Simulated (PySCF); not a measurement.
Species: `N(=C\C(=O)C)/[SiH2]OCC`. The columns A, B, C and D hold Mulliken, IAO, Hirshfeld and ESP-fitted charges (e) of one PBE0/pcSseg-1 density (PySCF), in a shuffled order. Coordinates in Å (GFN2-xTB); the density's dipole moment is (-1.82, 1.23, -0.67) D.

| atom | x | y | z | A | B | C | D |
| --- | --- | --- | --- | --- | --- | --- | --- |
| C1 | -1.107 | 0.240 | -3.278 | -0.424 | -0.278 | -0.367 | -0.122 |
| C2 | -1.335 | 0.384 | -1.781 | -0.037 | +0.025 | +0.458 | +0.013 |
| O3 | -1.409 | -0.886 | -1.194 | -0.643 | -0.627 | -0.508 | -0.219 |
| Si4 | -1.315 | -1.329 | 0.356 | +1.114 | +0.926 | +0.726 | +0.423 |
| N5 | 0.097 | -0.598 | 1.037 | -0.532 | -0.562 | -0.481 | -0.203 |
| C6 | 1.112 | -0.993 | 1.652 | +0.021 | +0.133 | +0.185 | +0.060 |
| C7 | 2.171 | -0.028 | 2.106 | +0.369 | +0.141 | +0.633 | +0.162 |
| C8 | 1.806 | 1.420 | 1.975 | -0.478 | -0.242 | -0.523 | -0.130 |
| O9 | 3.223 | -0.430 | 2.540 | -0.389 | -0.338 | -0.510 | -0.224 |
| H10 | -1.914 | -0.335 | -3.723 | +0.149 | +0.119 | +0.092 | +0.043 |
| H11 | -1.068 | 1.221 | -3.744 | +0.144 | +0.108 | +0.082 | +0.046 |
| H12 | -0.170 | -0.279 | -3.462 | +0.147 | +0.117 | +0.107 | +0.043 |
| H13 | -2.274 | 0.918 | -1.590 | +0.126 | +0.106 | -0.035 | +0.038 |
| H14 | -0.519 | 0.957 | -1.327 | +0.125 | +0.114 | -0.049 | +0.034 |
| H15 | -1.379 | -2.771 | 0.185 | -0.157 | -0.137 | -0.125 | -0.080 |
| H16 | -2.345 | -0.742 | 1.216 | -0.164 | -0.138 | -0.141 | -0.084 |
| H17 | 1.328 | -2.040 | 1.893 | +0.122 | +0.100 | +0.029 | +0.046 |
| H18 | 1.438 | 1.610 | 0.970 | +0.172 | +0.153 | +0.139 | +0.048 |
| H19 | 2.661 | 2.052 | 2.200 | +0.164 | +0.138 | +0.159 | +0.051 |
| H20 | 0.994 | 1.639 | 2.666 | +0.172 | +0.142 | +0.129 | +0.056 |

Q: Which column most likely holds the ESP-fitted charges?

A: C. Σ q r misses the density's dipole by 0.05 D (C), 0.69 D (D), 1.11 D (A), 1.63 D (B). Charges fitted to the outside potential are the only set here that is tied to the molecule's multipoles.

Q: And the Hirshfeld charges?

A: D. The mean sizes are 0.106 e (D), 0.232 e (B), 0.274 e (C), 0.282 e (A), and Hirshfeld charges are commonly the smallest of these schemes.

As computed, A = IAO, B = Mulliken, C = ESP-fitted, D = Hirshfeld. Hydrogens on carbon: IAO +0.12 to +0.17, Mulliken +0.10 to +0.15, ESP-fitted -0.05 to +0.16, Hirshfeld +0.03 to +0.06 e.

The ESP scheme is a least-squares fit of atom-centred charges to the potential on four shells outside the van der Waals surface, with the total charge fixed. The Mulliken scheme counts on each atom the diagonal of the density matrix times the overlap matrix over that atom's basis functions.

One conformer (not necessarily the lowest) at the GFN2-xTB geometry, without solvent, vibrations or thermal averaging.

Shape of the structure used: `[CH3:1][CH2:2][O:3][SiH2:4]/[N:5]=[CH:6]/[C:7]([CH3:8])=[O:9]`: C1–C2–O3–Si4 165°, C2–O3–Si4–N5 -50°, O3–Si4–N5–C6 -126°, N5–C6–C7–C8 10°.
